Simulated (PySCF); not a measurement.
Compound: C5H4F2O.
Numbering: `[F:1][CH:2]([F:3])[c:4]1[cH:5][cH:6][cH:7][o:8]1`

Definitions: NICS(0) = −σiso at the ring centroid; NICS(1) = −σiso and NICS(1)zz = −σzz at ±1 Å along the ring normal z. Level: GIAO KT2/pcSseg-2 (PySCF, non-relativistic, gas phase) on the PBE0-D3(BJ)/def2-SVP geometry, one conformer.

Ring bond lengths (Å): C4–C5 1.364, C5–C6 1.427, C6–C7 1.364, C7–O8 1.346, O8–C4 1.350.

Problem. What do the NICS probes read (ppm)?

Solution. 
| ring | type | NICS(0) | NICS(1), two faces | NICS(1)zz, two faces | rms pucker (Å) | centre to ring atoms, mean (Å) |
| --- | --- | --- | --- | --- | --- | --- |
| C4–C5–C6–C7–O8 | 5-membered ring with O; formal bonds all aromatic | -12.3 | -9.5 / -9.6 | -27.6 / -27.9 | 0.00 | 1.17 |

Problem. What do they say, and how far can they be read as aromaticity?

Solution. 
- C4–C5–C6–C7–O8: mean NICS(1)zz -27.7 ppm, shielded. For a flat ring without four-coordinate atoms the NICS criterion counts such a value as aromatic.

Problem. What does the geometric index give? HOMA = 1 − mean of α(R − Ropt)² over the ring bonds, with Krygowski's 1993 parameters (CC: Ropt 1.388 Å, α 257.7 Å⁻²; CO: Ropt 1.265 Å, α 157.38 Å⁻²).

Solution. 
- C4–C5–C6–C7–O8: HOMA 0.43; the largest term is that of O8–C4, α(R − Ropt)² = 1.14.

Problem. Give the inner angles of the rings.

Solution. 
- C4–C5–C6–C7–O8: C4 110.4°, C5 105.8°, C6 106.0°, C7 110.4°, O8 107.5°; sum 540.0° against 540° for a flat convex ring.

Problem. How do the values depend on the level or the medium?

Solution. 
```
                                 level  NICS(0), C4–C5–C6–C7–O8  mean NICS(1)zz, C4–C5–C6–C7–O8
                     KT2/pcSseg-2, gas                    -12.3                           -27.7
                    PBE0/pcSseg-1, gas                    -12.6                           -27.3
        PBE0/pcSseg-1, IEF-PCM acetone                    -12.3                           -27.4
PBE0/pcSseg-1, IEF-PCM dichloromethane                    -12.4                           -27.4
```

The geometry is the same throughout; the continuum's cavity takes Bondi-type radii × 1.2.

The run took 66 s on x86-64 server, one thread, no GPU (shared host). This is the whole shielding run at KT2/pcSseg-2, SCF included.

Shape of the structure used: `[F:1][CH:2]([F:3])[c:4]1[cH:5][cH:6][cH:7][o:8]1`: F1–C2–C4–C5 70°.
